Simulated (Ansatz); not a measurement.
`OB(Br)Br` + `BC(O)[SiH3]` → `BB(O)Br` + `OC([SiH3])Br`  (redistribution)

Calculated with Ansatz (gas phase, PBE0-D4/def2-TZVP geometries, no zero-point term in ΔE). CCSD(T)/CBS adds triple-zeta CCSD(T) − MP2 to the extrapolated MP2 energy (def2 sets, frozen cores). DFT in def2-TZVPP. B3LYP here is the variant with VWN-RPA as its local correlation; programs differ in this. For Br outer-core shells are correlated without core-valence functions, which leaves a few kJ/mol of doubt a bond. Scalar relativity is left out up to krypton. Each species was taken in one conformer, which may not be the lowest.

`OB(Br)Br`:

Cartesian coordinates in Å:
```
O -0.648 0.230 -0.885
B 0.195 -0.201 0.059
Br 1.261 -1.741 -0.298
Br 0.342 0.702 1.753
H -1.150 1.010 -0.629
```

`BC(O)[SiH3]`:

Cartesian coordinates in Å:
```
B 0.900 0.052 -1.212
C -0.189 -0.642 -0.419
O 0.154 -1.833 0.249
Si -0.392 0.843 0.833
H 0.581 0.994 -1.883
H 2.050 -0.241 -1.083
H -1.173 -0.676 -0.906
H -0.541 -2.058 0.872
H -0.952 0.213 2.060
H 0.899 1.491 1.183
H -1.336 1.858 0.305
```

`BB(O)Br`:

Z-matrix (Å, degrees):
```
B
B 1 1.660
H 1 1.196 2 121.0
H 1 1.196 2 121.0 3 -173.3
O 2 1.338 1 132.3 3 -93.3
Br 2 1.968 1 107.5 3 86.7
H 5 0.963 2 114.5 1 180.0
```

`OC([SiH3])Br`:

Cartesian coordinates in Å:
```
O -1.035 -0.023 -1.296
C 0.077 0.357 -0.586
Si 0.230 -0.660 1.010
Br -0.027 2.273 -0.007
H -1.061 0.443 -2.139
H 0.992 0.357 -1.183
H -0.975 -0.428 1.839
H 1.458 -0.222 1.714
H 0.341 -2.098 0.649
```

```
         level  ΔE (kcal/mol)
   LDA (SPW92)           34.2
        B97M-V           31.9
      BHLYP-D4           29.5
       ωB97X-V           30.5
         B3LYP           28.7
 HF/def2-TZVPP           26.9
 HF/def2-QZVPP           26.9
CCSD/CBS(def2)           30.5
```

(1) What does CCSD(T)/CBS give? (Estimate.)

(2) What do rigid-rotor, harmonic-oscillator terms from PBE0-D4/def2-TZVP frequencies (298.15 K, 1 bar) make of the CCSD(T)/CBS value? (Estimate.)

Largest T1 diagnostic among the species: 0.013.

Answers

(1) The calculation gave: +30.9 kcal/mol. The listed levels differ from it by 3.3, 1.0, -1.4, -0.4, -2.2, -4.0, -4.0, -0.4 kcal/mol.

(2) Ansatz gave: ΔZPE = -0.3 kcal/mol, ΔH = +30.8 kcal/mol, ΔS = 6 J/(mol·K), ΔG = +30.4 kcal/mol.

Leaving LDA and LC-ωPBE aside and taking each functional with its dispersion term where it has one, the values, not all of them listed here, spread over 4.5 kcal/mol, from BLYP-D4 to PBE-QIDH. LDA lies +3.6 kcal/mol from PBE without D4. In def2-TZVPP, CCSD(T) changes the Hartree–Fock value by +4.0 kcal/mol (the triples alone add +0.4 kcal/mol) and MP2 by +6.2 kcal/mol. From BLYP to BHLYP (50 % exact exchange), in def2-TZVPP and without D4, ΔE moves by +1.8 kcal/mol.
